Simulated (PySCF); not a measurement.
Removing an electron from `N#C[C@@H]1C[C@]1(Cl)C(Cl)Cl`

Species: C₅H₄Cl₃N.
Geometry (PBE0-D3(BJ)/def2-SVP, Å), atoms numbered from 1 in this order:
```
atom  x, y, z in Å
N1    -1.485    2.518   -0.421
C2    -1.342    1.369   -0.380
C3    -1.153   -0.054   -0.303
C4    -0.663   -0.688    0.982
C5     0.244   -0.629   -0.196
Cl6    0.540   -2.113   -1.079
C7     1.418    0.314   -0.163
Cl8    1.896    0.796   -1.797
Cl9    2.768   -0.407    0.734
H10   -1.847   -0.638   -0.915
H11   -0.443   -0.025    1.823
H12   -1.080   -1.661    1.245
H13    1.136    1.234    0.365
```

Level: B3LYP/def2-SVPD (PySCF). Frontier orbitals with their largest atomic shares (Löwdin; up to four atoms above 4 %):

| orbital | ε (eV) | main atoms |
| --- | --- | --- |
| HOMO−3 | -8.99 | Cl6 33 %, Cl9 27 %, C4 8 %, Cl8 6 % |
| HOMO−2 | -8.90 | Cl8 42 %, Cl9 31 %, C7 9 %, Cl6 8 % |
| HOMO−1 | -8.83 | Cl8 44 %, Cl9 26 %, Cl6 8 %, N1 6 % |
| HOMO | -8.55 | ? |
| LUMO | -1.16 | Cl6 22 %, Cl8 15 %, Cl9 13 %, C7 12 % |
| LUMO+1 | -0.65 | Cl9 23 %, N1 16 %, C2 16 %, C7 10 % |
| LUMO+2 | -0.28 | N1 19 %, C2 16 %, Cl8 13 %, C4 9 % |

What vertical ionisation energy does ΔSCF give, and how far is −ε(HOMO) from it?

ΔSCF: 10.49 eV (1012 kJ/mol; threshold wavelength 118 nm); ⟨S²⟩ of the doublet left behind is 0.754, against 0.75 for a pure doublet. −ε(HOMO) is 8.55 eV, 1.94 eV below it. In exact Kohn–Sham theory the two would be equal; B3LYP (global hybrid, 20 % exact exchange) falls short of its own ΔSCF value by 18 %. Holes in the HOMO−1 and HOMO−2 were tried too where these lie within 1.2 eV of the HOMO; the lowest converged state counts.

On which atoms does the HOMO lie?

Cl6 (alkyl chlorine) 44 %, C5 (sp3 C–Cl carbon) 14 %, C3 (sp3 carbon next to a nitrile) 10 %, N1 (nitrile nitrogen) 9 %. The HOMO−1 lies 0.28 eV lower.

Shift the occupied levels rigidly so that −ε(HOMO) equals the ΔSCF value. What binding energies result?

The shift is +1.94 eV: HOMO 10.49, HOMO−1 10.77, HOMO−2 10.84, HOMO−3 10.93 eV. A rigid shift is only a rough guide to the deeper ionisations.

With α = 101.4 au, estimate the like-pair dispersion coefficient by London's formula C6 = (3/4)α²I.

I = 0.3854 Eh, so C6 ≈ 2970 au, a rough estimate.

How many of the 10 lowest singlet excitations (vertical TDDFT, same level) lie below the ionisation energy?

All 10; they run from 6.32 to 7.33 eV.

Isolated species at its PBE0-D3(BJ)/def2-SVP geometry (one conformer only).
